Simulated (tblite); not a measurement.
Species: C6H15NSi.
Bonds: C1–C2 (double), C2–N3, N3–Si4, Si4–C5, N3–C6, C6–C7, C6–C8. Hydrogens: H9, H10 on C1; H11 on C2; H12, H13 on Si4; H14, H15, H16 on C5; H17 on C6; H18, H19, H20 on C7; H21, H22, H23 on C8.

Computed geometry: GFN2-xTB, gas phase.

Problem. List the bond lengths, angles and torsions at this level.

Solution. 
```
                   bond  length (Å)   order
                  C1=C2       1.327  double
                  C2–N3       1.380  single
                 N3–Si4       1.735  single
                 Si4–C5       1.895  single
                  N3–C6       1.457  single
           C6–C7, C6–C8       1.531  single
                  C1–H9       1.074  single
                 C1–H10       1.075  single
                 C2–H11       1.081  single
       Si4–H12, Si4–H13       1.471  single
 C5–H14, C5–H15, C5–H16       1.085  single
                 C6–H17       1.092  single
C7–H18 and 5 like bonds       1.087  single
```

Bonds in one row agree within 0.01 Å and their mean is given. Orders are formal, as drawn. A selection of angles:
```
    angle  degrees
 C1–C2–N3    126.7
C2–N3–Si4    120.5
 C2–N3–C6    116.6
Si4–N3–C6    122.9
N3–Si4–C5    110.5
 N3–C6–C7    112.1
 C7–C6–C8    111.4
```

Torsions: C1–C2–N3–Si4 6° (synperiplanar); C2–N3–Si4–C5 173° (antiperiplanar); C2–N3–C6–C7 59° (synclinal). The mirror-image conformer, all signs reversed, is as good.

The 2 C–N bonds span 1.380 Å (C2–N3, drawn single) to 1.457 Å (N3–C6, drawn single), a spread of 0.077 Å. Si4 (SiH2 silicon) is tetrahedral (angles from 108.3° to 110.9°). The 3 C–C bonds span 1.327 Å (C1=C2, drawn double) to 1.531 Å (C6–C7, drawn single), a spread of 0.204 Å. Of the pairs four or more bonds apart, Si4···H9 is among the closest relative to their van der Waals radii: 2.74 Å, 83 % of the sum of Bondi's values. N3 (silicon-bound nitrogen) is planar (angles 122.9°, 120.5° and 116.6°, sum 359.9°, 0.02 Å off the plane of its three neighbours).

Point group: C1 (no symmetry element, even within 0.4 Å). Its GFN2-xTB frequencies are all real (lowest 34 cm⁻¹). One conformer, not necessarily the lowest. 3 starts were optimised and ended at 0.00, 0.71 and 1.74 kcal/mol (GFN2-xTB); the lowest of these is shown.
